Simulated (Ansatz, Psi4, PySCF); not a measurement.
O4Os, triplet, geometry from GFN2-xTB (such geometries of metal compounds can be far from the true shape) (the multiplicity is a formal guess) (core potentials on Os). Base run: BLYP/def2-SVP (PySCF).

PySCF was given this input:
```python
from pyscf import gto, scf, dft

mol = gto.M(
    atom='''
Os   -0.000000   -0.000000   -0.000000
O     1.255627    0.854038   -0.685662
O     0.906933   -1.043438    0.929958
O    -1.138647   -1.092528   -0.534769
O    -1.023913    1.281929    0.290473
''',
    basis='def2-svp',
    ecp={'Os': 'def2-svp'},
    charge=0,
    spin=2,
    verbose=4,
)

mf = dft.UKS(mol)
mf.xc = 'blyp'
mf.kernel()
```

The same geometry, method and basis name were run in Ansatz (an electronic-structure program) and Psi4 and PySCF, at each program's defaults and at the settings that a row names. The base is PySCF at its defaults. Differences at the defaults can come from grids, fitting, cores and function types together.

```json
[
 {"code and settings": "PySCF, defaults (exact integrals, its default grid, spherical functions)", "ΔE vs base (µEh)": "0.0", "basis functions": "88", "E (Eh)": "-391.21384", "SCF cycles": "13"},
 {"code and settings": "Psi4, defaults (density fitting with its default set, its default grid, spherical functions)", "ΔE vs base (µEh)": "-115", "basis functions": "88", "E (Eh)": "-391.21395", "SCF cycles": "18"},
 {"code and settings": "Ansatz, defaults (factorised integrals, its default grid, spherical functions)", "ΔE vs base (µEh)": "-0.8", "basis functions": "88", "E (Eh)": "-391.21384", "SCF cycles": "-"},
 {"code and settings": "PySCF, density fitting with def2-universal-jkfit", "ΔE vs base (µEh)": "-56.6", "basis functions": "88", "E (Eh)": "-391.21389", "SCF cycles": "13"},
 {"code and settings": "PySCF, fine grid", "ΔE vs base (µEh)": "0.2", "basis functions": "88", "E (Eh)": "-391.21384", "SCF cycles": "12"},
 {"code and settings": "Psi4, exact integrals, spherical functions, fine grid", "ΔE vs base (µEh)": "-25.6", "basis functions": "88", "E (Eh)": "-391.21386", "SCF cycles": "20"},
 {"code and settings": "Ansatz, high accuracy", "ΔE vs base (µEh)": "0.6", "basis functions": "88", "E (Eh)": "-391.21383", "SCF cycles": "-"}
]
```

Open shells are given as the SCF converged; they aren't shown to be the lowest states, and a large step between rows can be another state.
